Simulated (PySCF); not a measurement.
Species: C5H8Si.
Numbering: `[CH2:1]=[CH:2][Si@H:3]1[CH:4]=[CH:5][CH2:6]1` (hydrogens: H7, H8 on C1; H9 on C2; H10 on Si3; H11 on C4; H12 on C5; H13, H14 on C6)

Method used: PBE0-D3(BJ)/def2-SVP geometry optimisation, gas phase (PySCF 2.14.0).

**Question.** Give the optimised bond lengths and angles.

**Answer.** 
```csv
bond,length (bohr)
C1=C2,2.530
C2–Si3,3.527
Si3–C4,3.529
C4=C5,2.553
C5–C6,2.867
Si3–C6,3.614
C1–H7,2.071
C1–H8,2.072
C2–H9,2.076
Si3–H10,2.832
C4–H11,2.064
C5–H12,2.081
C6–H13,2.084
C6–H14,2.084
```

A selection of angles:
```csv
angle,degrees
C2–C1–H7,122.4
C2–C1–H8,121.6
H7–C1–H8,116.0
C1–C2–Si3,123.2
C1–C2–H9,118.4
Si3–C2–H9,118.4
C2–Si3–C4,118.4
C2–Si3–C6,117.8
C2–Si3–H10,107.3
C4–Si3–C6,76.3
C4–Si3–H10,118.0
C6–Si3–H10,116.9
Si3–C4–C5,90.7
Si3–C4–H11,142.5
C5–C4–H11,126.8
C4–C5–C6,108.8
C4–C5–H12,126.8
C6–C5–H12,124.3
C5–C6–H13,114.2
C5–C6–H14,114.3
Si3–C6–C5,84.2
Si3–C6–H13,117.2
Si3–C6–H14,117.6
H13–C6–H14,107.9
```

Torsions: C1–C2–Si3–C4 134° (anticlinal); C2–Si3–C4–C5 114° (anticlinal); Si3–C4–C5–C6 0° (synperiplanar); C4–C5–C6–Si3 0° (synperiplanar); C2–Si3–C6–C5 -115° (anticlinal).

Si3 (SiH silicon) has angles from 76.3° to 118.4°. The C–Si distances run from 1.866 Å (C2–Si3, drawn single) to 1.913 Å (Si3–C6, drawn single), a spread of 0.047 Å. The 4-membered ring Si3–C4–C5–C6 has internal angles of 76.3° to 108.8°; it is planar, 0.00 Å rms from its mean plane, widest ring torsion 0°. The C–C distances run from 1.339 Å (C1=C2, drawn double) to 1.517 Å (C5–C6, drawn single), a spread of 0.178 Å.

Whether it is a minimum is left open (no frequencies). One conformer, not necessarily the lowest.
